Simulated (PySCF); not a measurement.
Molecule: SMILES CC(C)C[SeH]. Atoms near the plane z = 0.8 Å, at the GFN2-xTB optimised geometry (x, y, z in Å): C1 (0.8, -1.5, -0.2), C2 (0.3, -0.1, 0.0), C3 (0.9, 0.5, 1.3), C4 (-1.2, -0.1, 0.0), Se5 (-2.0, 1.7, 0.0), H6 (0.5, -2.1, 0.6), H7 (1.9, -1.5, -0.2), H10 (0.5, 1.5, 1.5), H11 (2.0, 0.6, 1.3), H13 (-1.6, -0.5, 0.9).

Level of theory: PySCF with CAM-B3LYP/def2-TZVP. The values are rescaled to run from 0 to 1.

```
|88888888888888888888888888888|
|88888888888888888888888888888|
|88888888888888888888888888888|
|88888888888888888888888888888|
|88888888888888888888888888888|
|88888888888888888888888888888|
|88888888888888888888888888888|
|88888888888888888888888888888|
|88888888988888888888888888888|
|88888889988888899988888888888|
|88888889988888999999888888888|
|88888889999888999999988888888|
|88888888999999997898898888888|
|88888888999999974589998888888|
|88888888988999987899988888888|
|88888889806999999999888888888|
|88888888806999999998888888888|
|88888888989988999988888888888|
|88888888888888899998888888888|
|88888888888888999998888888888|
|88888888888888988998888888888|
|88888888888888987988888888888|
|88888888888888899888888888888|
|88888888888888888888888888888|
|88888888888888888888888888888|
|88888888888888888888888888888|
|88888888888888888888888888888|
|88888888888888888888888888888|
|88888888888888888888888888888|
```
Scale: ten equal steps from 0.000 (start of '0') to 1.00 (end of '9'), in the order '0123456789'; x runs from -4.50 to 4.50, y from -4.50 (bottom) to 4.50 (top).

Which quantity is mapped?
(A) electron localisation function
(B) Laplacian of the electron density
(C) deformation density (molecule minus spherical neutral atoms)
(D) electrostatic potential

B, Laplacian of the electron density. In full: Laplacian of the electron density (e/bohr⁵), clipped to [-1.50, 1.50].
